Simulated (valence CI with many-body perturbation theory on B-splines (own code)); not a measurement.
## Lu L: E2, M1 decay

Calculated by configuration interaction combined with many-body perturbation theory (CI+MBPT): four valence electrons over a frozen Dirac-Fock core [Ar], a basis of 9 s, 9 p, 10 d, 8 f, 5 g, 3 h, 1 i functions for each j, with the one-electron correlation potential Σ1, the two-electron term Σ2, the three-electron term Σ3, Breit, model QED; selected CI, second order for the rest (own B-spline code, finite nucleus).

The last digits are not significant, and no measured levels were compared; by estimate large intervals hold to a few tenths of a per cent, small ones and those within an open d or f shell to about a per cent. The list stops below the first excitations out of the core. Only levels of the ground parity were solved; by the run's estimate the other parity begins above the list, which can be wrong where configurations are misplaced.

Lines 51 to 100 of 100 in falling wavelength, among levels below 1833400 cm⁻¹, chosen from the decays that carry over 1 % of a level's rate. Wavelengths and rates use the calculated energies. Electric multipoles are in the length gauge, E1 and E2 with the static RPA response of the core. S is in atomic units (e²a₀⁴ for E2 and M2, e²a₀⁶ for E3), for M1 in squared Bohr magnetons. Weak lines are less certain than strong ones. Lines between different terms over intervals too small for the method are left out, as are lines whose strength nearly cancels. The highest levels of a list are the least certain.

Levels are named by their leading jj configuration (3d3/2^4 stands for four electrons in 3d with j = 3/2), which in mixed levels can hold well under half, so a name can repeat and another be missing. Letters in brackets count levels of one name in rising energy.

```csv
λ vac (nm),Upper,Lower,Type,A (s⁻¹),S (a.u.)
20.57,(3d3/2 3d5/2^3) J=4 [a],(3d3/2^2 3d5/2^2) J=4 [a],M1,2.82e+06,8.18e+00
20.45,(3d3/2^2 3d5/2^2) J=2 [b],(3d3/2^3 3d5/2) J=3,M1,8.88e+03,1.41e-02
20.44,(3d3/2^2 3d5/2^2) J=2 [a],(3d3/2^3 3d5/2) J=1,M1,2.57e+06,4.08e+00
20.17,(3d3/2 3d5/2^3) J=5,(3d3/2^2 3d5/2^2) J=5,M1,6.02e+05,2.02e+00
20.15,(3d3/2 3d5/2^3) J=3 [b],(3d3/2^2 3d5/2^2) J=2 [b],M1,4.60e+05,9.78e-01
20.13,(3d3/2 3d5/2^3) J=2 [a],(3d3/2^2 3d5/2^2) J=3 [b],M1,1.06e+06,1.60e+00
19.99,(3d3/2^2 3d5/2^2) J=3 [b],(3d3/2^3 3d5/2) J=2,M1,4.04e+04,8.37e-02
19.96,(3d3/2 3d5/2^3) J=6,(3d3/2^2 3d5/2^2) J=5,M1,9.82e+05,3.77e+00
19.59,(3d3/2 3d5/2^3) J=3 [b],(3d3/2^2 3d5/2^2) J=4 [b],M1,3.55e+05,6.93e-01
19.58,(3d3/2 3d5/2^3) J=3 [a],(3d3/2^2 3d5/2^2) J=2 [a],M1,2.51e+06,4.89e+00
19.53,(3d3/2 3d5/2^3) J=3 [b],(3d3/2^2 3d5/2^2) J=3 [b],M1,1.02e+06,1.97e+00
19.43,(3d3/2 3d5/2^3) J=3 [c],(3d3/2^2 3d5/2^2) J=2 [c],M1,6.96e+05,1.33e+00
19.38,(3d3/2^2 3d5/2^2) J=2 [b],(3d3/2^3 3d5/2) J=2,M1,4.15e+05,5.60e-01
19.28,(3d3/2 3d5/2^3) J=1 [b],(3d3/2^2 3d5/2^2) J=2 [c],M1,9.71e+05,7.74e-01
19.23,(3d3/2^2 3d5/2^2) J=3 [b],(3d3/2^3 3d5/2) J=4,M1,9.81e+05,1.81e+00
19.17,(3d3/2^2 3d5/2^2) J=4 [b],(3d3/2^3 3d5/2) J=4,M1,7.14e+03,1.68e-02
19.10,(3d3/2 3d5/2^3) J=2 [a],(3d3/2^2 3d5/2^2) J=1,M1,4.60e+05,5.94e-01
18.97,(3d3/2^3 3d5/2) J=2,(3d3/2^4) J=0,E2,3.31e+02,3.64e-04
18.50,(3d3/2 3d5/2^3) J=5,(3d3/2^2 3d5/2^2) J=4 [a],M1,3.67e+05,9.47e-01
18.19,(3d3/2 3d5/2^3) J=1 [a],(3d3/2^2 3d5/2^2) J=2 [a],M1,2.24e+06,1.50e+00
18.08,(3d3/2 3d5/2^3) J=2 [b],(3d3/2^2 3d5/2^2) J=2 [c],M1,1.02e+06,1.11e+00
17.94,(3d3/2 3d5/2^3) J=1 [a],(3d3/2^2 3d5/2^2) J=0 [a],M1,2.05e+06,1.32e+00
17.10,(3d3/2^2 3d5/2^2) J=2 [c],(3d3/2^3 3d5/2) J=3,M1,1.85e+06,1.71e+00
16.96,(3d3/2 3d5/2^3) J=2 [a],(3d3/2^2 3d5/2^2) J=3 [a],M1,9.83e+05,8.89e-01
16.53,(3d3/2 3d5/2^3) J=0,(3d3/2^2 3d5/2^2) J=1,M1,1.81e+06,3.04e-01
16.53,(3d3/2 3d5/2^3) J=3 [b],(3d3/2^2 3d5/2^2) J=3 [a],M1,2.53e+05,2.96e-01
16.34,(3d3/2^2 3d5/2^2) J=2 [c],(3d3/2^3 3d5/2) J=2,M1,5.63e+05,4.55e-01
16.27,(3d3/2 3d5/2^3) J=1 [b],(3d3/2^2 3d5/2^2) J=2 [b],M1,6.75e+04,3.24e-02
16.12,(3d3/2 3d5/2^3) J=3 [b],(3d3/2^2 3d5/2^2) J=4 [a],M1,3.33e+05,3.62e-01
16.00,(3d3/2 3d5/2^3) J=3 [c],(3d3/2^2 3d5/2^2) J=4 [b],M1,1.11e+05,1.18e-01
15.99,(3d3/2^2 3d5/2^2) J=4 [c],(3d3/2^3 3d5/2) J=3,M1,6.29e+05,8.58e-01
15.92,(3d3/2^2 3d5/2^2) J=2 [b],(3d3/2^3 3d5/2) J=1,M1,1.05e+05,7.86e-02
15.81,(3d3/2 3d5/2^3) J=4 [b],(3d3/2^2 3d5/2^2) J=3 [b],M1,7.29e+05,9.61e-01
15.75,(3d3/2 3d5/2^3) J=3 [b],(3d3/2^2 3d5/2^2) J=2 [a],M1,7.87e+04,7.97e-02
15.41,(3d3/2 3d5/2^3) J=2 [b],(3d3/2^2 3d5/2^2) J=2 [b],M1,8.04e+04,5.45e-02
15.21,(3d3/2 3d5/2^3) J=1 [b],(3d3/2^2 3d5/2^2) J=1,M1,5.27e+05,2.06e-01
15.04,(3d3/2 3d5/2^3) J=2 [b],(3d3/2^2 3d5/2^2) J=3 [b],M1,2.61e+05,1.65e-01
14.46,(3d3/2 3d5/2^3) J=2 [b],(3d3/2^2 3d5/2^2) J=1,M1,4.47e+05,2.50e-01
14.36,(3d3/2 3d5/2^3) J=4 [b],(3d3/2^2 3d5/2^2) J=5,M1,9.26e+05,9.15e-01
13.90,(3d3/2 3d5/2^3) J=3 [c],(3d3/2^2 3d5/2^2) J=3 [a],M1,1.66e+05,1.16e-01
13.90,(3d3/2^2 3d5/2^2) J=2 [d],(3d3/2^3 3d5/2) J=3,M1,1.58e+04,7.86e-03
13.78,(3d3/2 3d5/2^3) J=4 [b],(3d3/2^2 3d5/2^2) J=3 [a],M1,8.15e+04,7.12e-02
13.49,(3d3/2 3d5/2^3) J=4 [b],(3d3/2^2 3d5/2^2) J=4 [a],M1,1.81e+05,1.49e-01
13.40,(3d3/2^2 3d5/2^2) J=2 [d],(3d3/2^3 3d5/2) J=2,M1,9.27e+04,4.13e-02
13.27,(3d3/2 3d5/2^3) J=1 [b],(3d3/2^2 3d5/2^2) J=2 [a],M1,6.41e+05,1.67e-01
13.19,(3d3/2 3d5/2^3) J=2 [b],(3d3/2^2 3d5/2^2) J=3 [a],M1,3.35e+05,1.43e-01
13.14,(3d3/2 3d5/2^3) J=1 [b],(3d3/2^2 3d5/2^2) J=0 [a],M1,2.24e+05,5.65e-02
10.30,(3d3/2^2 3d5/2^2) J=0 [b],(3d3/2^3 3d5/2) J=1,M1,5.88e+05,2.38e-02
8.845,(3d3/2 3d5/2^3) J=1 [b],(3d3/2^3 3d5/2) J=2,M1,3.88e+04,2.98e-03
8.402,(3d3/2 3d5/2^3) J=0,(3d3/2^3 3d5/2) J=1,M1,5.57e+04,1.22e-03
```
